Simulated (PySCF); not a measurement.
From one molecule to another.

First species: C₄H₇FO₂.
SMILES with atom numbers: `[CH3:1][O:2][C@@H:3]([CH:4]=[O:5])[CH2:6][F:7]` (hydrogens: H8, H9, H10 on C1; H11 on C3; H12 on C4; H13, H14 on C6)

Second species: C₂H₁₄Si₄.
InChI=1S/C2H14Si4/c1-5(3)6(2)4/h5-6H,1-4H3/t5-,6-/m0/s1

Levels: CAM-B3LYP/def2-SVPD for dipole moment, HOMO energy, LUMO energy, HOMO–LUMO gap, static isotropic polarisability and electronic spatial extent ⟨r²⟩ about the centre of nuclear charge; TDDFT CAM-B3LYP/def2-SVPD for lowest singlet excitation; TDA CAM-B3LYP/def2-SVPD for lowest triplet excitation (Tamm–Dancoff); GFN2-xTB for rotational constant A and rotational constant C. Geometries: GFN2-xTB. All species are isolated and taken at one optimised geometry, non-relativistic unless stated. Electronic properties by PySCF.

Dipoles, sizes and rotational constants follow the conformer. The torsions of the flexible species, by atom-mapped SMILES:
- `[CH3:1][O:2][C@@H:3]([CH:4]=[O:5])[CH2:6][F:7]`: C1–O2–C3–C4 165°, O2–C3–C4–O5 161°, O2–C3–C6–F7 87°
- `[CH3:1][Si@@H:2]([SiH3:3])[Si@@H:4]([CH3:5])[SiH3:6]`: C1–Si2–Si4–C5 -165°

Q: Which of the two has the higher HOMO energy, and by how much?

A: The second: -8.97 eV against -9.38 eV, a difference of 0.41 eV.

Q: Which has the higher rotational constant A?

A: The first: 3.366 GHz against 1.654 GHz, a difference of 1.712 GHz.

Q: Which has the higher S1 energy?

A: The second: 6.26 eV against 4.27 eV, a difference of 1.99 eV.

Q: Which of the two has the higher LUMO energy, and by how much?

A: The second: 0.30 eV against -0.14 eV, a difference of 0.44 eV.

Q: Which of the two has the higher rotational constant C, and by how much?

A: The first: 1.356 GHz against 0.712 GHz, a difference of 0.644 GHz.

Q: Which has the higher dipole moment?

A: The first: 2.18 D against 0.38 D, a difference of 1.80 D.

Q: Which has the higher static isotropic polarisability?

A: The second: 142.6 au against 57.0 au, a difference of 85.6 au.

Q: Which of the two has the higher T1 energy, and by how much?

A: The second: 5.45 eV against 3.67 eV, a difference of 1.78 eV.

On the first: No computed singlet falls in the visible range (750 to 380 nm, 1.65 to 3.26 eV); S1 lies 1.01 eV above its blue end. The principal polarisabilities are 47.5, 56.5 and 67.1 au; their mean is the isotropic value.

On the second: No computed singlet falls in the visible range (750 to 380 nm, 1.65 to 3.26 eV); S1 lies 3.00 eV above its blue end. The polarisability is 21.13 Å³ as a volume (1 au = 0.148185 Å³), or 1.74 au for each of the 82 electrons.
